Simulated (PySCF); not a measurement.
## Ionisation energy of Bi by level of theory

Bi [Xe] 4f14 5d10 6s2 6p3 (4S) → Bi⁺ [Xe] 4f14 5d10 6s2 6p2 (3P), as a difference of total energies. All numbers are calculated (PySCF 2.14, a scalar-relativistic core potential, in aug-cc-pwCVTZ-PP with ECP60MDF (8s7p6d4f1g, 96 functions)). Correlated levels: valence: 5s2 5p6 5d10 frozen. The calculations carry no spin-orbit coupling.

| method | ionisation energy (eV) | difference from reference (eV) |
| --- | --- | --- |
| UHF | 8.201 | +0.915 |
| MP2 (valence) | 8.560 | +1.274 |
| SCS-MP2 (valence) | 8.443 | +1.157 |
| CCSD (valence) | 8.567 | +1.281 |
| CCSD(T) (valence) | 8.592 | +1.306 |

Reference: 7.286 eV (measured; NIST Atomic Spectra Database, ionization energies).

Spin-orbit coupling is strong in these open shells (close to jj coupling). The scalar numbers leave it out and a first-order estimate fails, so it can dominate the gap to the real levels.

Errors of the correlated levels include the incompleteness of this basis and the frozen core.
